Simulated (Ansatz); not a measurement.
Other settings, tried on the cluster TiO₄H₄.

```yaml
crystal:
  periodic: [false, false, false]
  atoms:
    - {symbol: Ti, position_ang: [-0.062532, 0.307048, -0.068815]}
    - {symbol: O, position_ang: [-1.102369, -1.397741, -0.968896]}
    - {symbol: O, position_ang: [-0.087352, 1.605776, 1.122331]}
    - {symbol: O, position_ang: [-1.417572, -0.906563, 0.375938]}
    - {symbol: O, position_ang: [1.505970, -0.578425, -0.139983]}
    - {symbol: H, position_ang: [-0.516002, -2.167619, -0.773760]}
    - {symbol: H, position_ang: [-0.279074, 1.168344, -1.536248]}
    - {symbol: H, position_ang: [2.354932, -0.334484, 0.268830]}
    - {symbol: H, position_ang: [-0.396000, 2.303673, 1.720603]}
basis:
  gaussian: {orbitals: def2-SVPD}
hamiltonian: {xc: {name: CAM-B3LYP}, dispersion: d3bj}
scf: {omitted_lower_state_checks: [starts]}
```

```sh
$ ansatz run in.yaml --threads 2 --pin off --events-out ev --progress --plain --max-ram 4352MiB
```

Output, abridged:

```
Functional definition: CAM-B3LYP
  name "CAM-B3LYP"
  cite "Yanai, Tew & Handy, Chem. Phys. Lett. 393, 51 (2004) doi:10.1016/j.cplett.2004.06.011"
  cite "Iikura, Tsuneda, Yanai & Hirao, J. Chem. Phys. 115, 3540 (2001) doi:10.1063/1.1383587"
  cite "Becke, Phys. Rev. A 38, 3098 (1988) doi:10.1103/PhysRevA.38.3098"
  cite "Lee, Yang & Parr, Phys. Rev. B 37, 785 (1988) doi:10.1103/PhysRevB.37.785"
  cite "Vosko, Wilk & Nusair, Can. J. Phys. 58, 1200 (1980) doi:10.1139/p80-159"
  parameter alpha = 0.19
  parameter beta = 0.46
  parameter omega = 0.33/bohr
  parameter ac = 0.81
  # Exact exchange under (alpha + beta erf(omega r))/r, Becke's under what is left of 1/r.
  exchange = (1 - alpha - beta)*b88_x + beta*b88_x_sr(omega) + alpha*exact_x + beta*exact_x_lr(omega)
  correlation = (1 - ac)*vwn5_c + ac*lyp_c
these checks for a lower state are left out or cut short: starts
1482 factors; their error is unknown
492 factors; integrals over basis functions are off by at most 2.0e-5 eV
mean field evaluation 1: about -31345.1978 eV, gradient 8.8e1 eV
mean field evaluation 2: about -31181.5617 eV, gradient 3.5e2 eV
mean field evaluation 4: about -31358.9378 eV, gradient 1.6e1 eV
mean field evaluation 8: about -31359.5263 eV, gradient 1.8e-1 eV
mean field evaluation 16: about -31359.5717 eV, gradient 5.0e-4 eV
mean field -31359.57172217 eV, -1152.4430045086 hartree, gradient 4.7e-5 eV, S^2 0.000000; 0 other end points of the search recorded, 0 dependent functions left out
reference -31359.57187255 eV, -1152.4430100349 hartree; 29, 29 occupied and 129, 129 virtual orbitals, 1482 factors
Total energy: -31359.70450648 eV, -1152.4478842421 hartree
Checks for a lower state left out: starts
```

Hardware: 2 threads of Arm Neoverse V1 on a shared host. Wall time 6.5 s.
